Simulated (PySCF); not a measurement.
## Computed properties of C2H5FN2Si, SMILES N[Si@@H]1C=N[C@@H]1F

C2H5FN2Si, SMILES N[Si@@H]1C=N[C@@H]1F. Geometry optimised at PBE0-D3(BJ)/def2-SVP. The structure was generated by enumeration; whether it is a known compound was not checked. The values are those of a single conformer. All values are computed for the isolated molecule unless a solvent is named; none is compared with measurement here.

**Structure.** All 27 harmonic modes at PBE0-D3(BJ)/def2-SVP (PySCF) are real, so it is a minimum. With heavy atoms numbered as in [NH2:1][Si@@H:2]1[CH:3]=[N:4][C@@H:5]1[F:6], the shortest bond between them is C3–N4 at 1.288 Å and the longest Si2–C5 at 1.932 Å.

**Vibrations.** The strongest infrared lines (harmonic, unscaled, degenerate partners summed) lie at 942 cm⁻¹ (185 km/mol, H 39 %, Si 33 %, N 21 %), 2219 cm⁻¹ (154 km/mol, H 97 %), 1141 cm⁻¹ (135 km/mol, C 54 %, F 30 %, H 14 %). The softest mode is at 62 cm⁻¹ and the zero-point energy is 47.2 kcal/mol.

**Electronic structure.** B3LYP/def2-TZVP (PySCF) places the frontier levels at -6.83 and -1.35 eV, a gap of 5.48 eV, and gives a dipole moment of 3.33 D and a mean polarisability of 59.9 bohr³. PBE/def2-TZVP (PySCF) at the same geometry gives -5.65 and -2.21 eV, so its gap is 2.04 eV narrower. An orbital gap is neither the optical nor the fundamental gap.

**Excitations.** TDDFT-M06-2X/def2-SVPD (PySCF) has S1 at 3.86 eV (322 nm, f = 0.000, dark); the most intense of the 10 singlets computed lies at 7.40 eV (f = 0.04). T1 (TDA) is at 3.26 eV. TDDFT-PBE/def2-SVPD (PySCF) puts S1 at 3.73 eV. No vertical singlet excitation falls in the visible range (under 3.1 eV).

**NMR.** GIAO shifts at PBE0/pcSseg-1 (PySCF) (non-relativistic, atoms alike by connectivity averaged): ¹³C from 120.1 to 210.7 ppm against TMS; ¹H from 1.6 to 9.4 ppm against TMS; ²⁹Si at -5.3 ppm against TMS; ¹⁹F at -200.3 ppm against CFCl3.
